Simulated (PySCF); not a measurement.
# Electric field gradients and quadrupole coupling constants

Species: C5H10BNO2.
Cartesian coordinates in Å at the PBE0-D3(BJ)/def2-SVP level; atoms count from 1:
```xyz
19
C5H10BNO2 angstrom
N      2.711   -0.780    0.457
C      1.361   -0.389    0.265
C      0.133   -1.107    0.854
C     -0.443    0.144    0.130
B     -1.946    0.560   -0.003
O     -2.832   -0.385   -0.435
O     -2.298    1.841    0.309
C      0.522   -0.207   -1.038
C      0.737    0.931    0.756
H      2.885   -1.693    0.041
H      3.345   -0.120    0.011
H     -0.131   -2.086    0.420
H      0.054   -1.117    1.953
H     -3.744   -0.091   -0.512
H     -3.230    2.051    0.198
H      0.807    0.627   -1.702
H      0.284   -1.118   -1.611
H      0.706    1.082    1.846
H      1.044    1.851    0.231
```

Field gradients from the PBE0/pcSseg-1 density (PySCF, non-relativistic), principal values in atomic units, ordered |Vxx| ≤ |Vyy| ≤ |Vzz|:

```json
{"atom": "N1", "Vxx": "0.5225", "Vyy": "0.5854", "Vzz": "-1.1079"}
{"atom": "B5", "Vxx": "-0.0890", "Vyy": "-0.2695", "Vzz": "0.3584"}
{"atom": "O6", "Vxx": "-0.5854", "Vyy": "-0.8809", "Vzz": "1.4663"}
{"atom": "O7", "Vxx": "-0.5969", "Vyy": "-0.8579", "Vzz": "1.4548"}
```

Question: Find the asymmetry η = (Vxx − Vyy)/Vzz and the couplings χ = eQV/h (234.96 MHz × Q in barn × V in au), with Q(14N) = 0.02044 b, Q(11B) = 0.04059 b, Q(17O) = −0.0256 b.

Answer: 
| atom | environment | nucleus | η | χzz (MHz) | χxx (MHz) | χyy (MHz) |
| --- | --- | --- | --- | --- | --- | --- |
| N1 | primary amine nitrogen | 14N | 0.06 | -5.32 | 2.51 | 2.81 |
| B5 | three-coordinate boron | 11B | 0.50 | 3.419 | -0.848 | -2.570 |
| O6 | boron-bound oxygen | 17O | 0.20 | -8.82 | 3.52 | 5.30 |
| O7 | boron-bound oxygen | 17O | 0.18 | -8.75 | 3.59 | 5.16 |

Question: What is Vzz at O6 in SI units (1 au = 9.71736 × 10²¹ V/m²)?

Answer: 1.4663 au = 14.249 × 10²¹ V/m².

Question: What couplings would deuterons (Q(2H) = 0.00286 b) have in place of the hydrogens, at this geometry?

Answer: 
```
atom  bonded to  bond length (Å)  Vzz (au)     η  χzz (kHz)
 H10         N1            1.018    0.3906  0.16        262
 H11         N1            1.018    0.3905  0.16        262
 H12         C3            1.102    0.2893  0.05        194
 H13         C3            1.102    0.2896  0.05        195
 H14         O6            0.962    0.4777  0.07        321
 H15         O7            0.962    0.4767  0.07        320
 H16         C8            1.103    0.2891  0.04        194
 H17         C8            1.102    0.2895  0.05        195
 H18         C9            1.101    0.2905  0.05        195
 H19         C9            1.103    0.2895  0.05        195
```

Geometry: PBE0-D3(BJ)/def2-SVP, one conformer, isolated molecule. The basis is small and wasn't made for field gradients, so the couplings can be 20 % off.
